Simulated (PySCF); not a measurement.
Vertical excitations of a molecule GeH6O2Si from TDA-PBE/def2-SVPD (PySCF), as energy in eV (oscillator strength): 5.88 (0.022), 6.16 (0.000), 6.34 (0.044), 6.41 (0.003), 6.55 (0.027), 6.58 (0.057), 6.69 (0.010), 6.80 (0.050), 6.89 (0.072), 7.04 (0.006). Lowest triplet (TDA): 5.44 eV. Geometry: TPSSh-D3(BJ)/def2-SVP. Other conformers were not sampled.

Problem. Identify the compound among the candidates.
A. [OH][GeH2][O][SiH3]
B. O[SiH2][GeH2][OH]
C. O[SiH](O)[GeH3]
D. [OH][GeH]([OH])[SiH3]

Solution. D, [OH][GeH]([OH])[SiH3]
